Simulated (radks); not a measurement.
All-electron atom: neutral copper in [Ar] 3d9 4s1 4d1 (not the ground configuration). Method: scalar-relativistic Kohn-Sham, AM05, spin-polarised, spherical densities, point nucleus; open shells are filled with parallel spins first; computed with a radial shooting solver on a logarithmic mesh with Libxc functionals.

Unscreened Slater integrals over Kohn-Sham orbitals (cm^-1). They are taken over the spin-up orbitals. Empty in this configuration: 4p.

\begin{tabular}{lr}
integral & value \\ \hline
F0(4d,4d) & 20808 \\
F2(4d,4d) & 10958 \\
F4(4d,4d) & 7174.4 \\
F0(4d,4s) & 26905 \\
G2(4d,4s) & 1478.8 \\
F0(4d,3d) & 27386 \\
F2(4d,3d) & 1125.3 \\
F4(4d,3d) & 322.75 \\
G0(4d,3d) & 374.16 \\
G2(4d,3d) & 315.29 \\
G4(4d,3d) & 215.51 \\
F0(4d,3p) & 27458 \\
F2(4d,3p) & 809.59 \\
G1(4d,3p) & 380.26 \\
G3(4d,3p) & 250.74 \\
F0(4d,4p) & 26562 \\
F2(4d,4p) & 6351.1 \\
G1(4d,4p) & 4624.3 \\
G3(4d,4p) & 2674.1 \\
F0(4s,4s) & 80700 \\
F0(4s,3d) & 102220 \\
G2(4s,3d) & 12256 \\
F0(4s,3p) & 104560 \\
G1(4s,3p) & 5781.6 \\
F0(4s,4p) & 68876 \\
G1(4s,4p) & 43300 \\
F0(3d,3d) & 219020 \\
F2(3d,3d) & 98895 \\
F4(3d,3d) & 61078 \\
F0(3d,3p) & 239770 \\
F2(3d,3p) & 111330 \\
G1(3d,3p) & 137580 \\
G3(3d,3p) & 83011 \\
F0(3d,4p) & 80233 \\
F2(3d,4p) & 15608 \\
G1(3d,4p) & 7072.1 \\
G3(3d,4p) & 5568.5 \\
F0(3p,3p) & 266380 \\
F2(3p,3p) & 132650 \\
F0(3p,4p) & 81431 \\
F2(3p,4p) & 11846 \\
G0(3p,4p) & 2760.8 \\
G2(3p,4p) & 3092.8 \\
F0(4p,4p) & 61164 \\
F2(4p,4p) & 31399 \\
\end{tabular}

Derived for the open shells (J is the average intra-shell exchange parameter used in DFT+U). 3d: Racah B = F2/49 - 5 F4/441 = 1326 cm^-1, C = 35 F4/441 = 4847 cm^-1, C/B = 3.66, F4/F2 = 0.618, J = (F2 + F4)/14 = 11430 cm^-1. 4d: Racah B = F2/49 - 5 F4/441 = 142.3 cm^-1, C = 35 F4/441 = 569.4 cm^-1, C/B = 4.00, F4/F2 = 0.655, J = (F2 + F4)/14 = 1295 cm^-1.
